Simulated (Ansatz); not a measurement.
`O[SiH2][CH2][GeH3]` + `C#CF` → `FC#C[CH2][GeH3]` + `O[SiH3]`  (formal exchange of groups at a C–Si bond)

Isolated molecules relaxed with PBE0-D4/def2-TZVP in Ansatz; ΔE leaves out vibrations. CCSD(T)/CBS is the MP2 limit (def2-TZVPP, def2-QZVPP) plus CCSD(T) − MP2 in def2-TZVPP, frozen cores. This one scheme is used for every species. Functionals use def2-TZVPP. B3LYP here is the variant with VWN-RPA as its local correlation; programs differ in this. For Ge outer-core shells are correlated without core-valence functions, which leaves a few kJ/mol of doubt a bond. Scalar relativity is left out up to krypton. Each species was taken in one conformer, which may not be the lowest.

`O[SiH2][CH2][GeH3]`:

```xyz
12

O     0.025    1.304    1.708
Si   -0.505   -0.223    1.369
C     0.221   -0.883   -0.213
Ge    0.152    0.393   -1.702
H     0.930    1.414    1.999
H    -0.181   -1.144    2.497
H    -1.976   -0.100    1.230
H     1.263   -1.182   -0.068
H    -0.333   -1.781   -0.506
H     1.176    1.518   -1.479
H     0.484   -0.322   -3.025
H    -1.254    1.007   -1.810
```

`C#CF`:

```xyz
4

C    -0.575    0.002    0.299
C     0.483   -0.002   -0.251
F     1.610   -0.007   -0.837
H    -1.518    0.007    0.789
```

`FC#C[CH2][GeH3]`:

Cartesian coordinates in Å:
```
F 0.175 -2.320 2.753
C 0.392 -1.552 1.758
C 0.613 -0.836 0.825
C 0.820 0.045 -0.303
Ge -0.866 0.918 -0.847
H 1.211 -0.507 -1.162
H 1.545 0.826 -0.060
H -1.887 -0.158 -1.245
H -0.594 1.843 -2.047
H -1.410 1.742 0.328
```

`O[SiH3]`:

Cartesian coordinates in Å:
```
O -1.223 0.377 -0.071
Si 0.300 -0.252 -0.054
H -1.350 1.252 0.295
H 1.251 0.591 -0.830
H 0.194 -1.592 -0.673
H 0.827 -0.376 1.333
```

```json
{"level": "PBE0-D4", "ΔE (kcal/mol)": "7.5"}
{"level": "PBE", "ΔE (kcal/mol)": "6.3"}
{"level": "B3LYP", "ΔE (kcal/mol)": "6.0"}
{"level": "HF/def2-QZVPP", "ΔE (kcal/mol)": "6.2"}
```

Task: What does CCSD(T)/CBS give? (Best estimate.)

Result: Computed: +9.1 kcal/mol. The listed levels differ from it by -1.6, -2.8, -3.1, -2.9 kcal/mol.

Largest T1 diagnostic among the species: 0.013.

In def2-TZVPP, CCSD(T) changes the Hartree–Fock value by +2.4 kcal/mol (the triples alone add +0.3 kcal/mol) and MP2 by +2.3 kcal/mol. The D4 term adds +1.4 kcal/mol with B3LYP and +0.8 kcal/mol with PBE0; it sums over pairs of atoms, weighted by their polarisabilities, and B3LYP, whose exchange is more repulsive, gets the larger term.
